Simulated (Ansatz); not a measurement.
Ansatz (an electronic-structure program) input (B3LYP-D3(BJ)/def2-TZVP):

Ansatz 0.2 input:
```yaml
crystal:
  periodic: [false, false, false]
  atoms:
    - {symbol: Au, position_ang: [-0.00000000, -0.00000000, -0.20006997]}
    - {symbol: F, position_ang: [0.00000000, 0.00000000, 1.75616975]}
basis:
  gaussian:
    orbitals: def2-TZVP
hamiltonian:
  xc: b3lyp
  dispersion: d3bj
phonons: {temperatures: {t_min: 298.15, t_max: 298.15, t_step: 100}}
```

Output:

```
Functional definition: B3LYP
integrals: 0.01 GiB planned
546 factors; their error is unknown
mean field: 0.15 GiB planned
mean field evaluation 1: about -6408.8444 eV, gradient 4.3e1 eV
mean field evaluation 2: about -6365.3104 eV, gradient 1.6e2 eV
mean field evaluation 4: about -6411.6917 eV, gradient 1.0e1 eV
mean field evaluation 8: about -6411.8959 eV, gradient 8.4e-2 eV
mean field evaluation 16: about -6411.8959 eV, gradient 2.4e-5 eV
mean field -6411.89590851 eV, -235.6328284986 hartree, gradient 2.4e-5 eV, S^2 0.000000; 0 other end points of the search recorded, 0 dependent functions left out
the calculation of the forces begins
reference -6411.89609224 eV, -235.6328352505 hartree; 14, 14 occupied and 57, 57 virtual orbitals, 546 factors
these checks for a lower state are left out or cut short: stability, starts, cluster_reference, orbital_swaps, neighbouring_geometries, increment
integrals: 0.01 GiB planned
546 factors; their error is unknown
mean field: 0.15 GiB planned
mean field -6411.89590851 eV, -235.6328284986 hartree, gradient 3.7e-7 eV, S^2 0.000000; 0 other end points of the search recorded, 0 dependent functions left out
the calculation of the forces begins
reference -6411.89609224 eV, -235.6328352505 hartree; 14, 14 occupied and 57, 57 virtual orbitals, 546 factors
these checks for a lower state are left out or cut short: stability, starts, cluster_reference, orbital_swaps, neighbouring_geometries, increment
integrals: 0.01 GiB planned
546 factors; their error is unknown
mean field: 0.15 GiB planned
mean field -6411.89590851 eV, -235.6328284986 hartree, gradient 3.7e-7 eV, S^2 0.000000; 0 other end points of the search recorded, 0 dependent functions left out
the calculation of the forces begins
reference -6411.89609224 eV, -235.6328352505 hartree; 14, 14 occupied and 57, 57 virtual orbitals, 546 factors
these checks for a lower state are left out or cut short: stability, starts, cluster_reference, orbital_swaps, neighbouring_geometries, increment
integrals: 0.01 GiB planned
546 factors; their error is unknown
mean field: 0.15 GiB planned
mean field evaluation 32: about -6411.8959 eV, gradient 1.2e-1 eV
mean field -6411.89590851 eV, -235.6328284986 hartree, gradient 3.7e-7 eV, S^2 0.000000; 0 other end points of the search recorded, 0 dependent functions left out
the calculation of the forces begins
reference -6411.89609224 eV, -235.6328352505 hartree; 14, 14 occupied and 57, 57 virtual orbitals, 546 factors
these checks for a lower state are left out or cut short: stability, starts, cluster_reference, orbital_swaps, neighbouring_geometries, increment
integrals: 0.01 GiB planned
546 factors; their error is unknown
mean field: 0.15 GiB planned
mean field -6411.89590851 eV, -235.6328284986 hartree, gradient 3.7e-7 eV, S^2 0.000000; 0 other end points of the search recorded, 0 dependent functions left out
the calculation of the forces begins
reference -6411.89609224 eV, -235.6328352505 hartree; 14, 14 occupied and 57, 57 virtual orbitals, 546 factors
these checks for a lower state are left out or cut short: stability, starts, cluster_reference, orbital_swaps, neighbouring_geometries, increment
integrals: 0.01 GiB planned
546 factors; their error is unknown
mean field: 0.15 GiB planned
mean field -6411.89585302 eV, -235.6328264594 hartree, gradient 9.5e-7 eV, S^2 0.000000; 0 other end points of the search recorded, 0 dependent functions left out
the calculation of the forces begins
reference -6411.89603671 eV, -235.6328332099 hartree; 14, 14 occupied and 57, 57 virtual orbitals, 546 factors
these checks for a lower state are left out or cut short: stability, starts, cluster_reference, orbital_swaps, neighbouring_geometries, increment
integrals: 0.01 GiB planned
546 factors; their error is unknown
mean field: 0.15 GiB planned
mean field -6411.89585451 eV, -235.6328265141 hartree, gradient 9.1e-7 eV, S^2 0.000000; 0 other end points of the search recorded, 0 dependent functions left out
the calculation of the forces begins
reference -6411.89603827 eV, -235.6328332673 hartree; 14, 14 occupied and 57, 57 virtual orbitals, 546 factors
these checks for a lower state are left out or cut short: stability, starts, cluster_reference, orbital_swaps, neighbouring_geometries, increment
integrals: 0.01 GiB planned
546 factors; their error is unknown
mean field: 0.15 GiB planned
mean field evaluation 64: about -6411.8959 eV, gradient 8.4e-5 eV
mean field -6411.89590851 eV, -235.6328284986 hartree, gradient 3.7e-7 eV, S^2 0.000000; 0 other end points of the search recorded, 0 dependent functions left out
the calculation of the forces begins
reference -6411.89609224 eV, -235.6328352505 hartree; 14, 14 occupied and 57, 57 virtual orbitals, 546 factors
these checks for a lower state are left out or cut short: stability, starts, cluster_reference, orbital_swaps, neighbouring_geometries, increment
integrals: 0.01 GiB planned
546 factors; their error is unknown
mean field: 0.15 GiB planned
mean field -6411.89590851 eV, -235.6328284986 hartree, gradient 3.7e-7 eV, S^2 0.000000; 0 other end points of the search recorded, 0 dependent functions left out
the calculation of the forces begins
reference -6411.89609224 eV, -235.6328352505 hartree; 14, 14 occupied and 57, 57 virtual orbitals, 546 factors
these checks for a lower state are left out or cut short: stability, starts, cluster_reference, orbital_swaps, neighbouring_geometries, increment
integrals: 0.01 GiB planned
546 factors; their error is unknown
mean field: 0.15 GiB planned
mean field -6411.89590851 eV, -235.6328284986 hartree, gradient 3.7e-7 eV, S^2 0.000000; 0 other end points of the search recorded, 0 dependent functions left out
the calculation of the forces begins
reference -6411.89609224 eV, -235.6328352505 hartree; 14, 14 occupied and 57, 57 virtual orbitals, 546 factors
these checks for a lower state are left out or cut short: stability, starts, cluster_reference, orbital_swaps, neighbouring_geometries, increment
integrals: 0.01 GiB planned
546 factors; their error is unknown
mean field: 0.15 GiB planned
mean field -6411.89590851 eV, -235.6328284986 hartree, gradient 3.7e-7 eV, S^2 0.000000; 0 other end points of the search recorded, 0 dependent functions left out
the calculation of the forces begins
reference -6411.89609224 eV, -235.6328352505 hartree; 14, 14 occupied and 57, 57 virtual orbitals, 546 factors
these checks for a lower state are left out or cut short: stability, starts, cluster_reference, orbital_swaps, neighbouring_geometries, increment
integrals: 0.01 GiB planned
546 factors; their error is unknown
mean field: 0.15 GiB planned
mean field evaluation 96: about -6411.8959 eV, gradient 9.1e-7 eV
mean field -6411.89585451 eV, -235.6328265141 hartree, gradient 9.1e-7 eV, S^2 0.000000; 0 other end points of the search recorded, 0 dependent functions left out
the calculation of the forces begins
reference -6411.89603827 eV, -235.6328332673 hartree; 14, 14 occupied and 57, 57 virtual orbitals, 546 factors
these checks for a lower state are left out or cut short: stability, starts, cluster_reference, orbital_swaps, neighbouring_geometries, increment
integrals: 0.01 GiB planned
546 factors; their error is unknown
mean field: 0.15 GiB planned
mean field -6411.89585302 eV, -235.6328264594 hartree, gradient 9.5e-7 eV, S^2 0.000000; 0 other end points of the search recorded, 0 dependent functions left out
the calculation of the forces begins
reference -6411.89603671 eV, -235.6328332099 hartree; 14, 14 occupied and 57, 57 virtual orbitals, 546 factors
Total energy: -6411.92325146 eV, -235.6338333333 hartree
Atom 0 at    -0.000000    -0.000000    -0.200070 Å, force     0.000000    -0.000000     0.000529 eV/Å
Atom 1 at     0.000000     0.000000     1.756170 Å, force    -0.000000     0.000000    -0.000529 eV/Å
Dipole moment:    -0.000000    -0.000000    -0.899201 e Å
Vibrations: 524.51 cm⁻¹, zero-point energy 0.032515 eV
```
